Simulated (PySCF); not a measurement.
## Exercise with solution: chemical shift, span and skew from a shielding tensor

C₄H₈Si, SMILES C[SiH](C)C#C. Atoms are numbered in the order given.

```xyz
13

Si    -0.3893     0.4178     0.0000
C     -1.1609    -0.3101     1.5543
C     -1.1609    -0.3101    -1.5543
C      1.4214     0.0583     0.0000
C      2.6122    -0.1975     0.0000
H     -0.5545     1.9015     0.0000
H     -2.2412    -0.0940     1.5891
H     -0.6965     0.1104     2.4599
H     -1.0271    -1.4034     1.5779
H     -0.6965     0.1104    -2.4599
H     -1.0271    -1.4034    -1.5779
H     -2.2412    -0.0940    -1.5891
H      3.6635    -0.4203     0.0000
```
Charge 0, spin multiplicity 1.

Coordinates come from a B3LYP-D3(BJ)/def2-SVP optimisation.

GIAO shieldings from PBE/pcSseg-1 (PySCF), non-relativistic, no solvent. The symmetric part of the tensor of C4 has the principal values -8.5, -4.4, 287.7 ppm. The same nucleus in TMS has σ = 182.0 ppm at this level (PySCF, at its B3LYP-D3(BJ)/def2-TZVP geometry).

Q: Work out the isotropic shielding, the ¹³C shift against TMS, the span and the skew.

A: 
σ(iso) = (σ11 + σ22 + σ33)/3 = 91.6 ppm. δ = σ(ref) − σ(iso) = 182.0 − (91.6) = 90.4 ppm.
Span Ω = σ33 − σ11 = 296.2 ppm. Skew κ = 3(σ(iso) − σ22)/Ω = 0.97, an axial tensor. Tumbling in solution averages the tensor to δ; in a static solid the shielding alone would spread this spin-1/2 line over Ω.
